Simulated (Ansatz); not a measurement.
Two structures, one formula

The two ends of one reaction step of BNH6OF2, singlet (PBE0-D4/def2-TZVP).

A:

```tsv
atom	x (Å)	y (Å)	z (Å)
B1	-1.1204	-0.9937	-0.5940
H2	-0.6564	-1.2244	-1.6934
F3	-1.9906	-1.9318	-0.1281
F4	-1.5693	0.3072	-0.4290
H5	0.6043	-0.1146	0.4661
O6	0.1366	-1.0421	0.4463
H7	1.6900	1.7403	-0.1713
N8	0.9630	1.4134	0.4529
H9	0.7621	-1.7269	0.1938
H10	1.1130	1.8358	1.3610
H11	0.0676	1.7367	0.0957
```

B:

B1  (-0.762, -0.417, 0.434)
H2  (1.587, 0.284, -2.431)
F3  (-1.225, -0.391, -0.874)
F4  (-1.788, -0.183, 1.331)
H5  (0.618, 0.967, 1.469)
O6  (0.132, -1.459, 0.760)
H7  (0.929, -0.036, -2.272)
N8  (0.205, 0.922, 0.544)
H9  (-0.306, -2.309, 0.811)
H10  (0.947, 0.857, -0.147)
H11  (-0.336, 1.764, 0.374)
(Å)

Ansatz 0.2.0; basis: def2-TZVPP; cores frozen in the correlated methods. B3LYP uses VWN-RPA correlation.

(1) Which structure is lower at CCSD(T), and by how much? (To be estimated.)

No T1 diagnostic of these runs exceeds 0.011.

## Answers

(1) By the calculation: B, by 79.1 kJ/mol (electronic energy, against the other). By their contacts, A is a complex of BH₃OF₂ ([OH2][BH]([F])[F]) + NH₃ and B is a complex of BNH₄OF₂ ([NH3][B]([OH])([F])[F]) + H₂.

All methods give the same order:

| method | E(B) − E(A) (kJ/mol) |
| --- | --- |
| SPW92 | -51.1 |
| PBE-D4 | -63.7 |
| BLYP-D4 | -68.2 |
| r2SCAN-D4 | -74.3 |
| B97M-V | -78.1 |
| PBE0-D4 | -70.2 |
| B3LYP-D4 | -72.1 |
| r2SCAN0-D4 | -77.3 |
| BHLYP-D4 | -78.9 |
| CAM-B3LYP-D4 | -72.3 |
| wB97X-V | -76.8 |
| wB97M-V | -77.4 |
| B2PLYP | -74.6 |
| PBE-QIDH | -76.9 |
| RPA on PBE | -77.8 |
| HF | -94.8 |
| MP2 | -79.8 |
| CCSD | -81.1 |
| CCSD(T) | -79.1 |

Labels in which every atom is bracketed show which atoms are joined, not bond orders.

For scale, one of the runs: CCSD(T)/def2-TZVPP, 239 basis functions, launched by `ansatz run in.yaml --threads 4 --pin off --events-out ev --progress --plain --max-ram 9574MiB`. Time: 3.4 min of wall clock on 4 CPU threads of an Arm Neoverse V1; the host was shared. Peak host memory: 5.1 GiB.
